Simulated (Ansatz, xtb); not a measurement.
Ranking isomers of C2H7GeNOSi

4 gas-phase structures of C2H7GeNOSi, from a drawn sample of its isomers (lower ones may exist). Each was relaxed with GFN2-xTB; where two conformers were screened, the lower at r2SCAN-D4/def2-SVP is listed:

A. `C[O][GeH2][SiH2]C#N`, a singlet
B. `C[O][Ge@@H]([SiH3])[C]#N`, a singlet
C. `CO[Si@@H]([GeH3])C#N`, a singlet
D. `CO[SiH2][GeH2][C]#N`, a singlet

Question: Which do you expect lowest at r2SCAN-D4/def2-SVP, and how would the others follow?

Answer: Calculated order at r2SCAN-D4/def2-SVP: C (0.0), D (5.3), A (14.4), B (15.6) kcal/mol.

Energies above the lowest of each column, in kcal/mol; the last columns are at PBE0-D3(BJ)/def2-SVP geometries:

```csv
structure,GFN2-xTB,HF/STO-3G,r2SCAN-D4/def2-SVP,PBE0-D3(BJ)/def2-SVP,CCSD(T)/def2-SVP + ΔMP2/def2-TZVPP
C,5.1,0.0,0.0,0.0,0.0
D,0.0,4.8,5.3,4.6,4.0
A,22.9,7.5,14.4,15.1,17.1
B,18.0,7.9,15.6,16.9,17.4
```

CCSD(T)/def2-SVP + ΔMP2/def2-TZVPP puts C lowest; GFN2-xTB picks D. Flexible structures stand in one conformer each, not always the lowest. C keeps a small imaginary mode. B keeps a small imaginary mode. ΔMP2 is the change of the MP2 energy from the smaller to the larger basis.

Over these structures GFN2-xTB departs from r2SCAN-D4/def2-SVP by 4.1 kcal/mol on average once a common shift is removed. A GFN2-xTB relaxation took about 0.23 s and the r2SCAN-D4/def2-SVP energy about 2.5 s on a shared host (Ansatz 0.2.0, xtb 6.7.1).
